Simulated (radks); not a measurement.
Cr2+, configuration [Ar] 3d4 (the NIST ground configuration).

Calculated with a radial shooting solver on a logarithmic mesh with Libxc functionals: scalar-relativistic Kohn-Sham, PBE, spin-polarised, spherical densities, finite nucleus; open shells are filled with parallel spins first; Fermi nuclear charge, rms radius 3.6002 fm.

Energy parts (eV):
total: -28567.042
kinetic: 28857.612
electron-nucleus: -67720.258
Hartree: 11608.747
exchange-correlation: -1313.143

Orbitals (lengths in bohr, moments of r in powers of bohr):
orbital,occ.,eigenvalue (eV),<r^4>
1s down,1,-5901.587,0.00007591
1s up,1,-5901.564,0.00007592
2s up,1,-688.6486,0.01813
2s down,1,-687.1157,0.01799
2p up,3,-582.0093,0.01421
2p down,3,-580.8414,0.01407
3s up,1,-96.5325,1.396
3s down,1,-92.3895,1.416
3p up,3,-67.8367,2.011
3p down,3,-63.7541,2.073
3d up,4,-24.1571,8.373
3d down,0,-20.3670,10.33

The highest occupied level is 3d up at -24.157 eV. Spin moment in Bohr magnetons: 4. Summed over all electrons, <r^2> = 16.56 bohr^2, which gives a Langevin (diamagnetic) susceptibility term of -13.1 x 10^-6 cm^3/mol. The electron density at the nucleus is 1.151e+04 e/bohr^3 (large components only). The spin density at the nucleus is -1.080 e/bohr^3 (1s -0.007, 2s -1.576, 3s 0.503). The density falls to 0.001 e/bohr^3 at r = 3.10 bohr.
